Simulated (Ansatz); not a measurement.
`C=[N][SbH][SiH2]O`, charge 0, multiplicity 1.

**Question.** Give a relaxed structure at PBE0-D4/def2-TZVP (the Gaussian-basis code of Ansatz). (An estimate is asked.)

**Answer.** The calculation gave: 
Cartesian coordinates in Å:
```
C 0.5055 -1.3914 -1.5393
N 1.5795 -0.9907 -1.0234
Sb 1.7478 0.8997 -0.2040
Si -0.6604 1.1670 0.6975
O -1.1438 -0.2651 1.3645
H 0.4835 -2.3821 -2.0108
H -0.4472 -0.8416 -1.5653
H 2.2435 0.2821 1.3093
H -1.5950 1.5697 -0.3958
H -0.6639 2.2782 1.6943
H -2.0496 -0.3260 1.6732
```
This is one stationary point; other conformers may exist.
